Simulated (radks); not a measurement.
Problem. The mean radii <r> (bohr) of the occupied orbitals of an atom or ion are listed with their occupations. Calculated with a radial shooting solver on a logarithmic mesh with Libxc functionals: Dirac Kohn-Sham, PBE, spin-unpolarised, spherical densities, finite nucleus; Fermi nuclear charge, rms radius of each element as measured or else 0.836 A^(1/3) + 0.57 fm.

| orbital | occ. | <r> |
|---|---|---|
| 1s1/2 | 2 | 0.06090 |
| 2s1/2 | 2 | 0.2792 |
| 2p1/2 | 2 | 0.2451 |
| 2p3/2 | 4 | 0.2480 |
| 3s1/2 | 2 | 0.8519 |
| 3p1/2 | 2 | 0.8985 |
| 3p3/2 | 4 | 0.9076 |
| 3d3/2 | 2 | 1.184 |
| 3d5/2 | 3 | 1.189 |
| 4s1/2 | 1 | 2.808 |

Name the element and its charge. Open shells, if any, are shared by 2j + 1.

Solution. Z = 25, manganese, charge +1: Mn+ in [Ar] 3d5 4s1. The 1s radius gives Z: for a bare nucleus <r> = (2 gamma + 1)/(2Z) with gamma = sqrt(1 - (Z/c)^2), 0.05933 bohr for Z = 25, and screening makes it slightly larger (0.06090 here). The occupations add up to 24, and the charge is Z minus that.
